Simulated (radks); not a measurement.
The numbers below are computed, except where a source is named.
Task: Valence configurations of the gallium ion Ga3+ (all share [Ar]). Level of theory: scalar-relativistic Kohn-Sham, r2SCAN, spin-polarised, spherical densities, finite nucleus; open shells are filled with parallel spins first; meta-GGA in the generalised Kohn-Sham scheme; Fermi nuclear charge, rms radius 3.9973 fm (a radial shooting solver on a logarithmic mesh with Libxc functionals). Order these by energy: 3d8 4s2; 3d9 4p1; 3d6 4s1 4p3; 3d8.5 4s1.5; 3d9 4s1; 3d10; 3d8 4p2; 3d8 4s1 4p1; 3d9 4s0.5 4p0.5; 3d9.5 4p0.5.

Result: From the lowest, in eV above it: 3d10 0.000; 3d9.5 4p0.5 13.885; 3d9 4s1 18.617; 3d9 4s0.5 4p0.5 23.836; 3d9 4p1 28.941; 3d8.5 4s1.5 30.762; 3d8 4s2 43.776; 3d8 4s1 4p1 51.978; 3d8 4p2 63.112; 3d6 4s1 4p3 137.29. NIST lists [Ar] 3d10 as the ground configuration; this level of theory agrees among the configurations tried. The energies are those of spherical high-spin densities, not of single terms.
